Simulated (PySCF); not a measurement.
Nb(NH2)4 (doublet state).
Cartesian coordinates in Å at the PBE0-D3(BJ)/def2-SVP level; atoms count from 1:
```xyz
13
H8N4Nb angstrom
Nb    -0.0005   -0.0042    0.0021
N      0.0925    0.0527    1.9836
H      0.7445   -0.4914    2.5473
H     -0.6548    0.3860    2.5914
N      1.8626   -0.1331   -0.6678
H      2.6572    0.3646   -0.2674
H      2.1227   -0.4515   -1.6006
N     -0.9479    1.6305   -0.6059
H     -0.8397    2.5532   -0.1863
H     -1.3735    1.7459   -1.5247
N     -1.0002   -1.5674   -0.7018
H     -2.0161   -1.6306   -0.7538
H     -0.6162   -2.5071   -0.7940
```

Theory: PySCF, PBE0-D3(BJ)/def2-SVP geometry optimisation, gas phase, def2 core potentials past Kr.

(1) Which atoms are bound to Nb1, and at what distances?

(2) List the angles at Nb1.

(3) What is the shape at Nb1?

(4) What are the other bond lengths?

(5) What are the rotational constants (commonest isotopes, rigid rotor)?

Answers

(1) 4 atoms: N5 1.984 Å, N2 1.984 Å, N11 1.985 Å, N8 1.985 Å. The nearest atom not counted as bound is H3, at 2.70 Å (others tie with it).

(2) 
| angle | degrees | distance of the outer atoms (Å) |
| --- | --- | --- |
| N2–Nb1–N11 | 113.6 | 3.32 |
| N5–Nb1–N8 | 113.5 | 3.32 |
| N2–Nb1–N8 | 107.7 | 3.21 |
| N5–Nb1–N11 | 107.6 | 3.20 |
| N8–Nb1–N11 | 107.4 | 3.20 |
| N2–Nb1–N5 | 107.2 | 3.19 |

(3) Distorted tetrahedral: angles from 107.2° to 113.6°; τ4 = (360° − α − β)/141° = 0.94 with α and β the two widest (0 for a square, 1 for a tetrahedron).

(4) N2–H3 and 7 like bonds 1.019 Å.

(5) A = 2781, B = 2769, C = 2602 MHz: an oblate symmetric top.

Point group: D2d (every atom within 0.08 Å of its image). Charge 0, doublet. ⟨S²⟩ = 0.755 (exact for a doublet: 0.75). Whether it is a minimum is left open (no frequencies).
